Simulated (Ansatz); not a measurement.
`[OH][Al]1[CH2][NH]1`. Total charge 0; spin multiplicity 1. All single points use the PBE0-D4/def2-TZVP geometry. It is one conformer, not always the lowest.

```xyz
8

O     2.281    0.858   -0.296
Al    0.740    0.227   -0.061
C    -0.676   -0.895    0.526
N    -0.949    0.326   -0.345
H     2.495    1.638   -0.802
H    -0.907   -1.857    0.061
H    -1.095   -0.849    1.534
H    -1.889    0.550   -0.618
```

(1) What is the dipole moment at r2SCAN/def2-TZVPP? (Best estimate.)

(2) And with PBE, B3LYP, ωB97M-V? (An estimate is asked.)

(3) Give the Mulliken charges with r2SCAN, ωB97M-V, B3LYP in def2-TZVPP. (Estimate.)

## Answers

(1) Computed: 1.63 D, with components (0.47, 1.31, -0.84) D in this frame, pointing from negative to positive charge.

(2) Ansatz gave: PBE 1.56 D, B3LYP 1.59 D, ωB97M-V 1.64 D.

(3) Ansatz gave: 
```csv
atom,r2SCAN,ωB97M-V,B3LYP
O1,-0.40,-0.36,-0.37
Al2,0.61,0.55,0.52
C3,-0.20,-0.27,-0.22
N4,-0.43,-0.36,-0.38
H5,0.19,0.16,0.18
H6,0.05,0.09,0.08
H7,0.05,0.09,0.08
H8,0.12,0.09,0.12
```

B3LYP here is the variant with VWN-RPA as its local correlation; programs differ in this.
